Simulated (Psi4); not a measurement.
Relaxed torsion scan: C₈H₈S, SMILES C(=C)c1sc(C=C)cc1. Scanned: dihedral C1–C2–C3–S9; all other coordinates were relaxed at GFN2-xTB. Points at φ and −φ are mirror images.

Geometry of the scan point at -150° (Å):
```
17

C      3.5512    -0.4037     0.2415
C      2.4234    -0.1040     0.8782
C      1.1186    -0.0978     0.2641
C      0.6637    -0.8072    -0.8176
C     -0.6587    -0.5003    -1.1662
C     -1.2303     0.4586    -0.3671
C     -2.5589     0.9945    -0.4716
C     -3.0726     1.9278     0.3250
S     -0.1076     0.9849     0.8517
H      4.5029    -0.3787     0.7423
H      3.5579    -0.6987    -0.7940
H      2.4536     0.2288     1.9080
H      1.2586    -1.5442    -1.3269
H     -1.1838    -0.9666    -1.9817
H     -3.1497     0.5758    -1.2769
H     -2.4986     2.3555     1.1305
H     -4.0766     2.2913     0.1971
```

Calculation: PBE-D3(BJ)/def2-SVP // GFN2-xTB in Psi4 1.11.

Scanned values (°): -150, -120, -90, -60, -30, 0, 30, 60, 90, 120, 150, 180.

Question: Describe the profile: where are the wells and the tops?

Answer: Lower than their neighbours: 0° (0.0 kcal/mol), 180° (1.2 kcal/mol). Higher than their neighbours: -90° (7.1 kcal/mol), 90° (7.1 kcal/mol). The whole profile spans 7.1 kcal/mol.
